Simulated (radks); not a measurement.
Kr I, 36 electrons, occupied as [Ar] 3d10 4s2 4p5 7d1 (not the ground configuration). Calculated with a radial shooting solver on a logarithmic mesh with Libxc functionals: Dirac Kohn-Sham, PBE, spin-unpolarised, spherical densities, point nucleus; open shells fill j = l - 1/2 first.

Normalised radial functions P(r) = r R(r) (large component), r in bohr:

r          3d5/2    4p1/2
0.002381  0.0000   0.0016
0.003413  0.0000   0.0028
0.004892  0.0001   0.0051
0.007011  0.0003   0.0092
0.01005   0.0007   0.0168
0.0144    0.0021   0.0303
0.02048   0.0055   0.0526
0.02936   0.0146   0.0889
0.04208   0.0371   0.1404
0.06031   0.0893   0.1995
0.08645   0.1997   0.2385
0.1239    0.4038   0.2046
0.1776    0.7164   0.0468
0.2525    1.0687  -0.2006
0.362     1.3152  -0.3812
0.5188    1.2668  -0.2675
0.7436    0.9196   0.1628
1.066     0.4786   0.6369
1.528     0.1652   0.8220
2.19      0.0327   0.6298
3.114     0.0032   0.3053
4.463     0.0001   0.0848
6.397     0.0000   0.0110
9.169     0.0000   0.0005
13.14     0.0000   0.0000
18.84     0.0000   0.0000
27        0.0000   0.0000
38.39     0.0000   0.0000
55.02     0.0000   0.0000
78.87     0.0000   0.0000
113       0.0000   0.0000

3d5/2: eigenvalue -91.683 eV, 0 radial nodes, <r> = 0.557 bohr, 90 % of the charge inside 0.912 bohr. 4p1/2: eigenvalue -19.020 eV, 2 radial nodes at r = 0.191, 0.661 bohr, <r> = 1.81 bohr, 90 % of the charge inside 2.73 bohr.

Empty levels of this run are not shown, since the potential may be unsettled where no density lies.
